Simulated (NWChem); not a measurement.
AlAsH₂F₂; SMILES [F][Al]([F])[AsH2]

```xyz
6

Al    -0.0726     1.0659     0.0317
As    -0.1735    -1.3293     0.1569
H      0.4950    -1.4228    -1.2112
H     -1.5747    -1.2954    -0.4457
F     -1.3422     2.0166     0.5158
F      1.3005     1.8542    -0.4620
```
Atoms are numbered in this order, from 1.

The geometry was optimised at PBE0/def2-SVP.

### Question
Give the principal values of the shielding tensors (ppm) of Al1, As2, F5 from PBE/pcSseg-1, GIAO (NWChem), with their diamagnetic and paramagnetic parts as GIAO splits them.

### Answer
| atom | σ11 | σ22 | σ33 | isotropic | diamagnetic | paramagnetic |
|---|---|---|---|---|---|---|
| Al1 | 374.4 | 385.0 | 512.3 | 423.9 | 794.6 | -370.7 |
| As2 | 1860.3 | 2072.0 | 2271.1 | 2067.8 | 2877.9 | -810.1 |
| F5 | 160.3 | 250.0 | 421.1 | 277.1 | 469.6 | -192.5 |
